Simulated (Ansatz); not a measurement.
Species: C2H9N2Si, charge -1, multiplicity 1. It need not be the lowest isomer of its formula. Whether it binds its extra electron was not tested at this geometry. 
Geometry from a B3LYP-D3(BJ)/def2-TZVP (Ansatz, a program for electronic structure) optimisation:
```
Si
N 1 1.6514
H 2 1.0167 1 116.50
N 1 1.8060 2 119.01 3 61.62
H 4 1.0138 1 113.39 2 -102.62
H 4 1.0139 5 107.23 1 -122.26
C 1 1.9032 2 108.70 3 -179.56
H 7 1.0939 1 110.86 2 58.34
H 7 1.0939 8 107.60 1 120.21
H 7 1.0945 8 108.72 9 116.76
C 1 1.9285 2 119.72 3 -60.22
H 11 1.0941 1 110.07 2 -59.40
H 11 1.0961 12 107.21 1 -120.48
H 11 1.0970 12 108.00 13 -116.08
```
Charge -1, spin multiplicity 1.

Total electronic energies in hartree. Correlated levels leave the core frozen unless marked. Spin-orbit coupling is left out. No relativistic terms. CBS marks a two-point X^-3 extrapolation of the correlation energy; Hartree-Fock from the larger set. The bracket is a focal-point correction in the basis named.

```json
[
 {"level": "HF/cc-pV(T+d)Z", "program": "Ansatz", "energy (Eh)": "-478.93211"},
 {"level": "HF/aug-cc-pV(Q+d)Z", "program": "Ansatz", "energy (Eh)": "-478.95678"},
 {"level": "revPBE-D3(BJ)/def2-TZVPD", "program": "Ansatz + dftd3", "energy (Eh)": "-480.69465"},
 {"level": "r2SCAN-D4/def2-TZVPD", "program": "Ansatz + dftd4", "energy (Eh)": "-480.65580"},
 {"level": "PBE0/def2-SVP", "program": "Ansatz", "energy (Eh)": "-480.08549"},
 {"level": "r2SCANh/def2-TZVPD", "program": "Ansatz", "energy (Eh)": "-480.64125"},
 {"level": "MP2/cc-pV(Q+d)Z", "program": "Ansatz", "energy (Eh)": "-479.95414"},
 {"level": "SCS-MP2/cc-pVTZ", "program": "Ansatz", "energy (Eh)": "-479.85939"},
 {"level": "RI-MP2/CBS(aug-cc-pV(T+d)Z,aug-cc-pV(Q+d)Z)+[CCSD(T)-MP2]/aug-cc-pV(T+d)Z", "program": "Ansatz", "energy (Eh)": "-480.0887"}
]
```

Totals of different functionals don't rank their quality; only differences between species are comparable.
